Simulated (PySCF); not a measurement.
Dipole response of Cr²⁺ (chromium, charge +2)

[Ar] 3d3 4s1, high-spin 5F determinant (an excited configuration). Calculation: PySCF 2.14, in aug-cc-pwCVTZ; the non-relativistic Hamiltonian (point nucleus). Coupled (time-dependent) response in atomic units; α is the mean over directions.

```tsv
method	mean α (bohr³)	C₆ (like pair)	S(−4)
PBE0	23.63	104.3	506.6
```

S(−4) is the Cauchy moment in α(ω) = α(0) + S(−4) ω² + …

α(iu) at PBE0:

```json
{"u (hartree)": "0", "α(iu) (bohr³)": "23.63"}
{"u (hartree)": "0.0500", "α(iu) (bohr³)": "22.44"}
{"u (hartree)": "0.100", "α(iu) (bohr³)": "19.55"}
{"u (hartree)": "0.200", "α(iu) (bohr³)": "13.29"}
{"u (hartree)": "0.300", "α(iu) (bohr³)": "9.146"}
{"u (hartree)": "0.500", "α(iu) (bohr³)": "5.256"}
{"u (hartree)": "0.750", "α(iu) (bohr³)": "3.377"}
{"u (hartree)": "1.00", "α(iu) (bohr³)": "2.488"}
{"u (hartree)": "1.50", "α(iu) (bohr³)": "1.610"}
{"u (hartree)": "2.00", "α(iu) (bohr³)": "1.157"}
{"u (hartree)": "3.00", "α(iu) (bohr³)": "0.6895"}
{"u (hartree)": "5.00", "α(iu) (bohr³)": "0.3278"}
```

A single London oscillator, α(iu) = α/(1 + u²/ω²), gives C₆ = (3/4) ω α². Matching the computed C₆ needs ω = 4 × 104.3 / (3 × 23.63²) = 0.249 hartree.

For an ion, C₆ is the dispersion term alone; charge-induced terms of lower order in 1/R come first.
